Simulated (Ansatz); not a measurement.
Harmonic vibrations of C2H4BrSi (`C=C[SiH]Br`) radical by finite differences.

```yaml
crystal:
  periodic: [false, false, false]
  atoms:
    - {symbol: C, position_ang: [-0.125228, 1.320659, -0.144053]}
    - {symbol: C, position_ang: [0.423065, 0.276767, 0.481360]}
    - {symbol: Si, position_ang: [0.434815, -1.453723, -0.140569]}
    - {symbol: Br, position_ang: [-1.039307, -1.740299, -1.778355]}
    - {symbol: H, position_ang: [-0.673674, 1.203902, -1.073652]}
    - {symbol: H, position_ang: [-0.055482, 2.327600, 0.255854]}
    - {symbol: H, position_ang: [0.970867, 0.450385, 1.407595]}
    - {symbol: H, position_ang: [0.157243, -2.442492, 0.936020]}
basis:
  gaussian: {orbitals: def2-TZVP}
magnetization: {spin_polarized: true, initial_magnetization: 1}
hamiltonian: {xc: pbe0, dispersion: d4}
phonons: {temperatures: {t_min: 298.15, t_max: 900, t_step: 200}}
```

```sh
$ ansatz run in.yaml --threads 4 --pin off --events-out ev --progress --plain --max-ram 10444MiB
```

Output, abridged:

```
Functional definition: PBE0
mean field -80049.52886987 eV, -2941.7659264483 hartree, gradient 7.3e-5 eV, S^2 0.759503; 0 other end points of the search recorded, 0 dependent functions left out
mean field -80049.52877858 eV, -2941.7659230934 hartree, gradient 1.6e-6 eV, S^2 0.759432; 0 other end points of the search recorded, 0 dependent functions left out
mean field -80049.52878272 eV, -2941.7659232457 hartree, gradient 1.5e-6 eV, S^2 0.759572; 0 other end points of the search recorded, 0 dependent functions left out
mean field -80049.52868443 eV, -2941.7659196334 hartree, gradient 1.4e-6 eV, S^2 0.759667; 0 other end points of the search recorded, 0 dependent functions left out
mean field -80049.52861224 eV, -2941.7659169805 hartree, gradient 1.7e-6 eV, S^2 0.759340; 0 other end points of the search recorded, 0 dependent functions left out
mean field -80049.52870997 eV, -2941.7659205719 hartree, gradient 1.6e-6 eV, S^2 0.759402; 0 other end points of the search recorded, 0 dependent functions left out
mean field -80049.52870482 eV, -2941.7659203828 hartree, gradient 1.4e-6 eV, S^2 0.759603; 0 other end points of the search recorded, 0 dependent functions left out
mean field -80049.52880335 eV, -2941.7659240035 hartree, gradient 1.5e-6 eV, S^2 0.759568; 0 other end points of the search recorded, 0 dependent functions left out
mean field -80049.52877804 eV, -2941.7659230737 hartree, gradient 1.6e-6 eV, S^2 0.759436; 0 other end points of the search recorded, 0 dependent functions left out
mean field -80049.52871145 eV, -2941.7659206265 hartree, gradient 1.6e-6 eV, S^2 0.759268; 0 other end points of the search recorded, 0 dependent functions left out
mean field -80049.52868738 eV, -2941.7659197417 hartree, gradient 1.4e-6 eV, S^2 0.759742; 0 other end points of the search recorded, 0 dependent functions left out
mean field -80049.52874163 eV, -2941.7659217354 hartree, gradient 1.5e-6 eV, S^2 0.759579; 0 other end points of the search recorded, 0 dependent functions left out
mean field -80049.52870888 eV, -2941.7659205319 hartree, gradient 1.6e-6 eV, S^2 0.759425; 0 other end points of the search recorded, 0 dependent functions left out
mean field -80049.52884007 eV, -2941.7659253530 hartree, gradient 1.6e-6 eV, S^2 0.759476; 0 other end points of the search recorded, 0 dependent functions left out
mean field -80049.52882919 eV, -2941.7659249531 hartree, gradient 1.5e-6 eV, S^2 0.759527; 0 other end points of the search recorded, 0 dependent functions left out
mean field -80049.52876417 eV, -2941.7659225638 hartree, gradient 1.4e-6 eV, S^2 0.759579; 0 other end points of the search recorded, 0 dependent functions left out
mean field -80049.52880866 eV, -2941.7659241990 hartree, gradient 1.4e-6 eV, S^2 0.759424; 0 other end points of the search recorded, 0 dependent functions left out
mean field -80049.52880016 eV, -2941.7659238865 hartree, gradient 1.5e-6 eV, S^2 0.759544; 0 other end points of the search recorded, 0 dependent functions left out
mean field -80049.52880101 eV, -2941.7659239176 hartree, gradient 1.6e-6 eV, S^2 0.759459; 0 other end points of the search recorded, 0 dependent functions left out
mean field -80049.52883130 eV, -2941.7659250307 hartree, gradient 1.6e-6 eV, S^2 0.759507; 0 other end points of the search recorded, 0 dependent functions left out
mean field -80049.52886963 eV, -2941.7659264393 hartree, gradient 1.6e-6 eV, S^2 0.759496; 0 other end points of the search recorded, 0 dependent functions left out
mean field -80049.52882919 eV, -2941.7659249534 hartree, gradient 1.6e-6 eV, S^2 0.759498; 0 other end points of the search recorded, 0 dependent functions left out
mean field -80049.52890163 eV, -2941.7659276154 hartree, gradient 1.6e-6 eV, S^2 0.759505; 0 other end points of the search recorded, 0 dependent functions left out
mean field -80049.52881088 eV, -2941.7659242805 hartree, gradient 1.6e-6 eV, S^2 0.759498; 0 other end points of the search recorded, 0 dependent functions left out
mean field -80049.52887654 eV, -2941.7659266934 hartree, gradient 1.6e-6 eV, S^2 0.759505; 0 other end points of the search recorded, 0 dependent functions left out
mean field -80049.52883533 eV, -2941.7659251790 hartree, gradient 1.6e-6 eV, S^2 0.759503; 0 other end points of the search recorded, 0 dependent functions left out
mean field -80049.52883752 eV, -2941.7659252595 hartree, gradient 1.6e-6 eV, S^2 0.759500; 0 other end points of the search recorded, 0 dependent functions left out
mean field -80049.52885716 eV, -2941.7659259813 hartree, gradient 1.6e-6 eV, S^2 0.759505; 0 other end points of the search recorded, 0 dependent functions left out
mean field -80049.52884752 eV, -2941.7659256271 hartree, gradient 1.6e-6 eV, S^2 0.759498; 0 other end points of the search recorded, 0 dependent functions left out
mean field -80049.52878812 eV, -2941.7659234441 hartree, gradient 1.6e-6 eV, S^2 0.759502; 0 other end points of the search recorded, 0 dependent functions left out
mean field -80049.52878796 eV, -2941.7659234382 hartree, gradient 1.6e-6 eV, S^2 0.759501; 0 other end points of the search recorded, 0 dependent functions left out
mean field -80049.52886137 eV, -2941.7659261360 hartree, gradient 1.6e-6 eV, S^2 0.759498; 0 other end points of the search recorded, 0 dependent functions left out
mean field -80049.52885856 eV, -2941.7659260325 hartree, gradient 1.6e-6 eV, S^2 0.759505; 0 other end points of the search recorded, 0 dependent functions left out
mean field -80049.52878357 eV, -2941.7659232769 hartree, gradient 1.6e-6 eV, S^2 0.759502; 0 other end points of the search recorded, 0 dependent functions left out
mean field -80049.52876590 eV, -2941.7659226274 hartree, gradient 1.6e-6 eV, S^2 0.759501; 0 other end points of the search recorded, 0 dependent functions left out
mean field -80049.52884777 eV, -2941.7659256363 hartree, gradient 1.6e-6 eV, S^2 0.759500; 0 other end points of the search recorded, 0 dependent functions left out
mean field -80049.52883911 eV, -2941.7659253178 hartree, gradient 1.6e-6 eV, S^2 0.759503; 0 other end points of the search recorded, 0 dependent functions left out
mean field -80049.52884040 eV, -2941.7659253652 hartree, gradient 1.5e-6 eV, S^2 0.759510; 0 other end points of the search recorded, 0 dependent functions left out
mean field -80049.52883470 eV, -2941.7659251558 hartree, gradient 1.6e-6 eV, S^2 0.759493; 0 other end points of the search recorded, 0 dependent functions left out
mean field -80049.52885903 eV, -2941.7659260497 hartree, gradient 1.6e-6 eV, S^2 0.759497; 0 other end points of the search recorded, 0 dependent functions left out
mean field -80049.52884660 eV, -2941.7659255930 hartree, gradient 1.6e-6 eV, S^2 0.759506; 0 other end points of the search recorded, 0 dependent functions left out
mean field -80049.52879616 eV, -2941.7659237396 hartree, gradient 1.6e-6 eV, S^2 0.759496; 0 other end points of the search recorded, 0 dependent functions left out
mean field -80049.52878697 eV, -2941.7659234018 hartree, gradient 1.6e-6 eV, S^2 0.759507; 0 other end points of the search recorded, 0 dependent functions left out
mean field -80049.52886451 eV, -2941.7659262512 hartree, gradient 1.5e-6 eV, S^2 0.759518; 0 other end points of the search recorded, 0 dependent functions left out
mean field -80049.52886457 eV, -2941.7659262535 hartree, gradient 1.6e-6 eV, S^2 0.759485; 0 other end points of the search recorded, 0 dependent functions left out
mean field -80049.52883269 eV, -2941.7659250820 hartree, gradient 1.6e-6 eV, S^2 0.759502; 0 other end points of the search recorded, 0 dependent functions left out
mean field -80049.52885193 eV, -2941.7659257889 hartree, gradient 1.6e-6 eV, S^2 0.759501; 0 other end points of the search recorded, 0 dependent functions left out
mean field -80049.52884471 eV, -2941.7659255237 hartree, gradient 1.6e-6 eV, S^2 0.759493; 0 other end points of the search recorded, 0 dependent functions left out
mean field -80049.52883415 eV, -2941.7659251357 hartree, gradient 1.5e-6 eV, S^2 0.759510; 0 other end points of the search recorded, 0 dependent functions left out
Total energy: -80049.70270214 eV, -2941.7723146664 hartree
Atom 0 at    -0.125228     1.320659    -0.144053 Å, force    -0.001680     0.002131    -0.001839 eV/Å
Atom 1 at     0.423065     0.276767     0.481360 Å, force     0.001448    -0.000829     0.001049 eV/Å
Atom 2 at     0.434815    -1.453723    -0.140569 Å, force     0.000085    -0.000132    -0.000470 eV/Å
Atom 3 at    -1.039307    -1.740299    -1.778355 Å, force     0.000145     0.000051    -0.000109 eV/Å
Atom 4 at    -0.673674     1.203902    -1.073652 Å, force    -0.000090    -0.001017     0.000251 eV/Å
Atom 5 at    -0.055482     2.327600     0.255854 Å, force     0.000726    -0.000691     0.001016 eV/Å
Atom 6 at     0.970867     0.450385     1.407595 Å, force    -0.000047     0.000890    -0.000049 eV/Å
Atom 7 at     0.157243    -2.442492     0.936020 Å, force    -0.000587    -0.000404     0.000150 eV/Å
Dipole moment:     0.134160     0.228987     0.226532 e Å
Vibrations: 115.10 147.21 345.37 407.78 453.61 617.50 668.53 761.43 986.76 1003.92 1018.70 1280.84 1425.60 1626.25 2201.82 3131.03 3144.21 3227.76 cm⁻¹, zero-point energy 1.398753 eV
```

Hardware: 4 threads of an Intel Xeon 6975P-C on a shared host. Wall time 75 s, peak host memory 0.62 GiB.
